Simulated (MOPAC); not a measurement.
A run for MOPAC: PM3 on MgAl+, 2S+1 = 1, a point of a bond scan (R = 3.225 Å). Charge +1.

```
PM3 1SCF PRECISE CHARGE=1 THREADS=1
AlMg

Mg     0.00000000 1     0.00000000 1     0.00000000 1
Al     0.00000000 1     0.00000000 1     3.22502700 1
```

Program output:

```
*******************************************************************************
 **                                                                           **
 **                              MOPAC v23.2.5                                **
 **                                                                           **
 *******************************************************************************
 ** MOPAC's Digital Object Identifier: https://doi.org/10.5281/zenodo.6511958 **
 **                                                                           **
 ** Please cite the open-source release paper for use of this MOPAC version:  **
 ** J. E. Moussa and J. J. P. Stewart (2026)                                  **
 ** MOPAC: An open-source semiempirical molecular orbital program             **
 ** J. Open Source Softw., 11(119), 8025, https://doi.org/10.21105/joss.08025 **
 *******************************************************************************

                              PM3 CALCULATION RESULTS

 *******************************************************************************
 *  PM3        - The PM3 Hamiltonian to be used
 *
 *
 *
 *                 CHARGE ON SYSTEM = +1
 *
 *
 *
 *  PRECISE    - TIGHTER CRITERIA TO BE USED
 *  1SCF       - DO 1 SCF AND THEN STOP
 *  THREADS=1  - MULTI-THREADING NOT USED
 *  T=         - A TIME OF 172800.0 SECONDS REQUESTED
 *  DUMP=N     - RESTART FILE WRITTEN EVERY 7200.0 SECONDS REQUESTED
 *******************************************************************************
PM3 1SCF PRECISE CHARGE=1 THREADS=1
 AlMg

   ATOM   CHEMICAL          X               Y               Z
  NUMBER   SYMBOL      (ANGSTROMS)     (ANGSTROMS)     (ANGSTROMS)

     1      Mg          0.00000000  *   0.00000000  *   0.00000000  *
     2      Al          0.00000000  *   0.00000000  *   3.22502700  *



          CARTESIAN COORDINATES

    NO.       ATOM           X           Y           Z

     1        Mg          0.0000      0.0000      0.0000
     2        Al          0.0000      0.0000      3.2250

 Mg: (PM3): J. J. P. STEWART, J. COMP. CHEM. 12, 320-341 (1991).
 Al: (PM3): J. J. P. STEWART, J. COMP. CHEM. 10, 209 (1989).

           Empirical Formula: Mg Al  =     2 atoms



      MOLECULAR POINT GROUP   :   C*v


      RHF CALCULATION, NO. OF DOUBLY OCCUPIED LEVELS = 2


 -------------------------------------------------------------------------------
 PM3 1SCF PRECISE CHARGE=1 THREADS=1
 AlMg



     1SCF WAS SPECIFIED, SO BFGS WAS NOT USED
     SCF FIELD WAS ACHIEVED


                              PM3 CALCULATION
                                                       MOPAC v23.2.5 Linux




          FINAL HEAT OF FORMATION =        277.29678 KCAL/MOL =    1160.20975 KJ/MOL


          COSMO AREA              =        105.36 SQUARE ANGSTROMS
          COSMO VOLUME            =         90.82 CUBIC ANGSTROMS

          IONIZATION POTENTIAL    =         13.381984 EV
          HOMO LUMO ENERGIES (EV) =        -13.382 -8.210
          NO. OF FILLED LEVELS    =          2
          MOLECULAR WEIGHT        =         51.2865         POINT GROUP:  C*v

          MOLECULAR DIMENSIONS (Angstroms)

            Atom       Atom       Distance
           Al     2   Mg     1     3.22503
           Al     2   Mg     1     0.00000
           Mg     1   Al     2     0.00000


          SCF CALCULATIONS        =          1





   ATOM   CHEMICAL          X               Y               Z
  NUMBER   SYMBOL      (ANGSTROMS)     (ANGSTROMS)     (ANGSTROMS)

     1      Mg          0.00000000  *   0.00000000  *   0.00000000  *
     2      Al          0.00000000  *   0.00000000  *   3.22502700  *

                             CARTESIAN COORDINATES

   1   Mg        0.000000000     0.000000000     0.000000000
   2   Al        0.000000000     0.000000000     3.225027000


           Empirical Formula: Mg Al  =     2 atoms



      MOLECULAR POINT GROUP   :   C*v


                  EIGENVALUES
 -13.52421 -13.38198  -8.20969  -7.75707  -7.12394  -6.92835  -6.91685  -0.44096


              NET ATOMIC CHARGES AND DIPOLE CONTRIBUTIONS

  ATOM NO.   TYPE          CHARGE      No. of ELECS.   s-Pop       p-Pop
    1         Mg           0.776216        1.2238     1.06544     0.15834
    2         Al           0.223784        2.7762     0.01147     2.76474
 DIPOLE           X         Y         Z       TOTAL
 POINT-CHG.     0.000     0.000    -4.683     4.683
 HYBRID         0.000    -0.000    -1.786     1.786
 SUM            0.000    -0.000    -6.469     6.469


          ATOMIC ORBITAL ELECTRON POPULATIONS

     Atom    s        px        py        pz
    1 Mg   1.06544   0.00237   0.00000   0.15597
    2 Al   0.01147   1.99763   0.00000   0.76711

 **********************
 *                    *
 * JOB ENDED NORMALLY *
 *                    *
 **********************




 == MOPAC DONE ==
```

The run finished.

Cost: about 0.020 core-seconds (a rough figure).
